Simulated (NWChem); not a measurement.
# AlBr2F; SMILES [F][Al]([Br])[Br]

```xyz
4

Al     0.0000     0.0000     0.6503
F      0.0000     0.0000     2.3037
Br    -1.9481     0.0000    -0.4225
Br     1.9481     0.0000    -0.4225
```
Atoms are numbered in this order, from 1.

Level: PBE0/def2-SVP (NWChem), optimised geometry, unscaled harmonic frequencies. This build's default masses of Se (78.918 u) and Br (79.917 u) are each other's, which moves their modes by up to 0.6 %.

```json
[
 {"frequency (cm⁻¹)": "103", "IR intensity (km/mol)": "2.3"},
 {"frequency (cm⁻¹)": "180", "IR intensity (km/mol)": "17.3"},
 {"frequency (cm⁻¹)": "213", "IR intensity (km/mol)": "46.0"},
 {"frequency (cm⁻¹)": "315", "IR intensity (km/mol)": "6.9"},
 {"frequency (cm⁻¹)": "539", "IR intensity (km/mol)": "204.2"},
 {"frequency (cm⁻¹)": "897", "IR intensity (km/mol)": "116.2"}
]
```

The zero-point energy comes out as 3.2 kcal/mol and the thermal correction to the enthalpy at 298.15 K (with zero-point energy) comes out as 7.2 kcal/mol. The heat capacity Cv comes out as 14.9 cal/(mol K), the entropy at 298.15 K and 1 atm (symmetry number 2) is 79.7 cal/(mol K) and the dipole moment comes out as 0.67 D.

Rigid rotor and harmonic oscillator.
